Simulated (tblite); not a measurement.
Compound: C7H9NOSi.
SMILES with atom numbers: `[CH2:1]=[CH:2][C:3]1=[C:4]([Si@@H:5]([C:6]#[N:7])[O:8][CH3:9])[CH2:10]1` (hydrogens: H11, H12 on C1; H13 on C2; H14 on Si5; H15, H16, H17 on C9; H18, H19 on C10)

Structure optimised with GFN2-xTB, isolated species.

(1) Give the optimised bond lengths and angles.

Results:

(1) 
| bond | length (Å) |
| --- | --- |
| C1=C2 | 1.334 |
| C2–C3 | 1.416 |
| C3=C4 | 1.319 |
| C4–Si5 | 1.842 |
| Si5–C6 | 1.879 |
| C6≡N7 | 1.145 |
| Si5–O8 | 1.618 |
| O8–C9 | 1.396 |
| C4–C10 | 1.513 |
| C3–C10 | 1.490 |
| C1–H11 | 1.076 |
| C1–H12 | 1.077 |
| C2–H13 | 1.083 |
| Si5–H14 | 1.466 |
| C9–H15, C9–H16, C9–H17 | 1.092 |
| C10–H18 | 1.085 |
| C10–H19 | 1.085 |

Bonds in one row agree within 0.01 Å and their mean is given. A selection of angles:
| angle | degrees |
| --- | --- |
| C1–C2–C3 | 122.7 |
| C2–C3–C4 | 150.7 |
| C2–C3–C10 | 144.5 |
| C4–C3–C10 | 64.8 |
| C3–C4–Si5 | 154.4 |
| C3–C4–C10 | 63.1 |
| Si5–C4–C10 | 142.5 |
| C4–Si5–C6 | 108.0 |
| C4–Si5–O8 | 103.8 |
| C6–Si5–O8 | 110.8 |
| Si5–C6–N7 | 179.1 |
| Si5–O8–C9 | 130.6 |
| C3–C10–C4 | 52.1 |

Dihedral angles: C1–C2–C3–C4 -178° (antiperiplanar); C2–C3–C4–Si5 1° (synperiplanar); C3–C4–Si5–C6 -116° (anticlinal); C4–Si5–O8–C9 -175° (antiperiplanar); C2–C3–C10–C4 180° (antiperiplanar).

The 3-membered ring C3–C4–C10 has internal angles of 52.1° to 64.8°. Si5 (oxygen-bound silicon) is distorted tetrahedral (angles from 103.8° to 115.4°). The C–Si distances run from 1.842 Å (C4–Si5, drawn single) to 1.879 Å (Si5–C6, drawn single), a spread of 0.037 Å. The 5 C–C bonds span 1.319 Å (C3=C4, drawn double) to 1.513 Å (C4–C10, drawn single), a spread of 0.194 Å.

Point group: C1 (no symmetry element, even within 0.4 Å). Its GFN2-xTB frequencies are all real (lowest 19 cm⁻¹). The numbers are those of one conformer. 3 starts were optimised and ended at 0.00, 0.05 and 0.06 kcal/mol (GFN2-xTB); the lowest of these is shown.

The numbers are calculated, not measured.
